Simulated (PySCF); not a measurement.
PySCF input (PBE/def2-SV(P)):

```python
import numpy as np, basis_set_exchange as bse
from pyscf import gto, scf, dft, df, tdscf

basis = {'F': gto.basis.parse(bse.get_basis('def2-SV(P)', elements=['F'], fmt='nwchem')), 'S': gto.basis.parse(bse.get_basis('def2-SV(P)', elements=['S'], fmt='nwchem'))}
mol = gto.M(
    atom='''
    F    -1.21299123   -0.50470806    0.01613613
    S    -0.00574452    0.55322190    0.00745691
    F     1.22320370   -0.47879753   -0.02939285
    ''',
    basis=basis,
    charge=0,
    verbose=4,
    max_memory=8640,
)
mf = dft.RKS(mol, xc='pbe')
mf.grids.level = 3
mf = mf.density_fit(auxbasis=df.autoaux(mol))
mf.conv_tol = 1e-9
mf.max_cycle = 100
print('smallest overlap eigenvalue', np.linalg.eigvalsh(mol.intor('int1e_ovlp'))[0])
mf.kernel()
dip = mf.dip_moment()
td = tdscf.TDA(mf)
td.nstates = 4
td.kernel()
td.analyze()
osc = td.oscillator_strength()
```

Output:

```
PySCF version 2.14.0

[INPUT] verbose = 4
[INPUT] num. atoms = 3
[INPUT] num. electrons = 34
[INPUT] charge = 0
[INPUT] spin (= nelec alpha-beta = 2S) = 0
[INPUT] symmetry False subgroup None
[INPUT] Mole.unit = angstrom
[INPUT] Symbol           X                Y                Z      unit          X                Y                Z       unit  Magmom
[INPUT]  1 F     -1.212991230000  -0.504708060000   0.016136130000 AA   -2.292221216199  -0.953760006261   0.030492866410 Bohr   0.0
[INPUT]  2 S     -0.005744520000   0.553221900000   0.007456910000 AA   -0.010855569517   1.045437877112   0.014091517636 Bohr   0.0
[INPUT]  3 F      1.223203700000  -0.478797530000  -0.029392850000 AA    2.311519987555  -0.904796200818  -0.055544436520 Bohr   0.0

nuclear repulsion = 112.532386232994
number of shells = 20
number of NR pGTOs = 84
number of NR cGTOs = 46
basis = {'F': [[0, [2894.832599, -0.0053408255515], [435.4193912, -0.039904258866], [98.843328866, -0.17912768038], [27.485198001, -0.46758090825], [8.5405498171, -0.4465313102]], [0, [1.0654578038, 1.0]], [0, [0.33247346748, 1.0]], [1, [22.696633924, -0.045212874436], [4.9872339257, -0.23754317067], [1.3491613954, -0.51287353587]], [1, [0.34829881977, 1.0]], [2, [1.4, 1.0]]], 'S': [[0, [9184.930301, -0.0022294387756], [1381.5105503, -0.016683029937], [313.8714758, -0.075262436116], [88.053870623, -0.19376827038], [27.039914905, -0.17718020803]], [0, [45.648731303, -0.10736062573], [4.9664522326, 0.65066293018], [2.0116242047, 0.59712155354]], [0, [0.35661077013, 1.0]], [0, [0.13507221477, 1.0]], [1, [261.98233439, -0.0092729929822], [61.306894736, -0.066547669241], [19.103729887, -0.24828595903], [6.6567720378, -0.48703847402], [2.3959635161, -0.39337850312]], [1, [0.61776161679, 1.0]], [1, [0.16993376871, 1.0]], [2, [0.55, 1.0]]]}
ecp = {}
ETB for F: l = 0, exps = 0.66494693496 * 1.8^n , n = 0..13
ETB for F: l = 1, exps = 0.6807722872499999 * 1.8^n , n = 0..10
ETB for F: l = 2, exps = 0.69659763954 * 1.8^n , n = 0..9
ETB for F: l = 3, exps = 1.74829881977 * 2.2^n , n = 0..1
ETB for S: l = 0, exps = 0.27014442954 * 1.8^n , n = 0..16
ETB for S: l = 1, exps = 0.30500598347999996 * 1.8^n , n = 0..13
ETB for S: l = 2, exps = 0.33986753742 * 1.8^n , n = 0..12
ETB for S: l = 3, exps = 0.71993376871 * 2.2^n , n = 0..3
smallest overlap eigenvalue 0.035004868236574484

******** <class 'pyscf.df.df_jk.DFRKS'> ********
method = DFRKS
initial guess = minao
damping factor = 0
level_shift factor = 0
DIIS = <class 'pyscf.scf.diis.CDIIS'>
diis_start_cycle = 1
diis_space = 8
diis_damp = 0
SCF conv_tol = 1e-09
SCF conv_tol_grad = None
SCF max_cycles = 100
direct_scf = False
XC library pyscf.dft.libxc version 7.1.2
    S. Lehtola, C. Steigemann, M. J. T. Oliveira, and M. A. L. Marques,  SoftwareX 7, 1–5 (2018)
XC functionals = pbe
    J. P. Perdew, K. Burke, and M. Ernzerhof,  Phys. Rev. Lett. 77, 3865 (1996)
    J. P. Perdew, K. Burke, and M. Ernzerhof,  Phys. Rev. Lett. 78, 1396 (1997)
    J. P. Perdew, K. Burke, and M. Ernzerhof,  Phys. Rev. Lett. 77, 3865 (1996)
    J. P. Perdew, K. Burke, and M. Ernzerhof,  Phys. Rev. Lett. 78, 1396 (1997)
radial grids:
    Treutler-Ahlrichs [JCP 102, 346 (1995); DOI:10.1063/1.469408] (M4) radial grids

becke partition: Becke, JCP 88, 2547 (1988); DOI:10.1063/1.454033
pruning grids: <function nwchem_prune>
grids dens level: 3
symmetrized grids: False
atomic radii adjust function: <function treutler_atomic_radii_adjust>
small_rho_cutoff = 0
Set gradient conv threshold to 3.16228e-05
Initial guess from minao.
tot grids = 47408
init E= -597.49624572556
  HOMO = -0.225128095654891  LUMO = -0.0918146049269284  gap/eV = 3.62764
cycle= 1 E= -597.089295056216  delta_E= 0.407  |g|= 0.685  |ddm|= 2.07
  HOMO = -0.179916594829935  LUMO = -0.0872526714102122  gap/eV = 2.52151
cycle= 2 E= -596.722368162686  delta_E= 0.367  |g|= 1.58  |ddm|= 1.43
  HOMO = -0.196802605466067  LUMO = -0.0834607640721536  gap/eV = 3.08419
cycle= 3 E= -597.170427244638  delta_E= -0.448  |g|= 0.0604  |ddm|= 1.07
  HOMO = -0.201658159914277  LUMO = -0.0904211427617394  gap/eV = 3.02691
cycle= 4 E= -597.171345718657  delta_E= -0.000918  |g|= 0.0255  |ddm|= 0.102
  HOMO = -0.201807521385755  LUMO = -0.0893788595199085  gap/eV = 3.05934
cycle= 5 E= -597.171523774495  delta_E= -0.000178  |g|= 0.0031  |ddm|= 0.0281
  HOMO = -0.201227555614839  LUMO = -0.0888709133353656  gap/eV = 3.05738
cycle= 6 E= -597.17152616509  delta_E= -2.39e-06  |g|= 0.000487  |ddm|= 0.00397
  HOMO = -0.201260630565568  LUMO = -0.0889184666331198  gap/eV = 3.05699
cycle= 7 E= -597.171526202446  delta_E= -3.74e-08  |g|= 6.53e-05  |ddm|= 0.000336
  HOMO = -0.201261062740045  LUMO = -0.0889161014183184  gap/eV = 3.05706
cycle= 8 E= -597.171526203015  delta_E= -5.69e-10  |g|= 4.91e-05  |ddm|= 7.67e-05
  HOMO = -0.201261174819807  LUMO = -0.0889160113333212  gap/eV = 3.05707
cycle= 9 E= -597.17152620345  delta_E= -4.35e-10  |g|= 5.97e-06  |ddm|= 3.77e-05
  HOMO = -0.201261436932936  LUMO = -0.0889163311426682  gap/eV = 3.05707
Extra cycle  E= -597.171526203416  delta_E= 3.34e-11  |g|= 1.42e-05  |ddm|= 1.37e-05
converged SCF energy = -597.171526203416
Dipole moment(X, Y, Z, Debye): -0.01220,  1.16937,  0.01576

******** <class 'pyscf.tdscf.rks.TDA'> for <class 'pyscf.df.df_jk.DFRKS'> ********
nstates = 4 singlet
deg_eia_thresh = 1.000e-03
wfnsym = None
conv_tol = 1e-05
eigh lindep = 1e-12
eigh level_shift = 0
eigh max_cycle = 100
chkfile = tmpbt2vwdr_

Excitation energies (eV)
[3.4957504  4.9907593  8.03245443 8.04021797]

** Singlet excitation energies and oscillator strengths **
Excited State   1:      3.49575 eV    354.67 nm  f=0.0000
      17 -> 18        0.70663
Excited State   2:      4.99076 eV    248.43 nm  f=0.0119
      17 -> 19       -0.70319
Excited State   3:      8.03245 eV    154.35 nm  f=0.0063
      15 -> 18        0.69584
      16 -> 19        0.10245
Excited State   4:      8.04022 eV    154.21 nm  f=0.0026
      14 -> 18       -0.70561

** Transition electric dipole moments (AU) **
state          X           Y           Z        Dip. S.      Osc.
  1        -0.0000      0.0000      0.0000      0.0000      0.0000
  2         0.0059     -0.0041      0.3113      0.0970      0.0119
  3         0.0018     -0.1783     -0.0022      0.0318      0.0063
  4        -0.0022      0.0012     -0.1138      0.0129      0.0026

** Transition velocity dipole moments (imaginary part, AU) **
state          X           Y           Z        Dip. S.      Osc.
  1         0.0000     -0.0000     -0.0000      0.0000      0.0000
  2        -0.0021      0.0015     -0.1115      0.0124      0.0452
  3        -0.0000      0.0042      0.0002      0.0000      0.0000
  4        -0.0014      0.0010     -0.0724      0.0052      0.0118

** Transition magnetic dipole moments (imaginary part, AU) **
state          X           Y           Z
  1         0.0108     -1.0374     -0.0140
  2        -0.8721     -0.0093      0.0163
  3        -0.0004     -0.0000      0.0000
  4         0.2043      0.0022     -0.0038
```
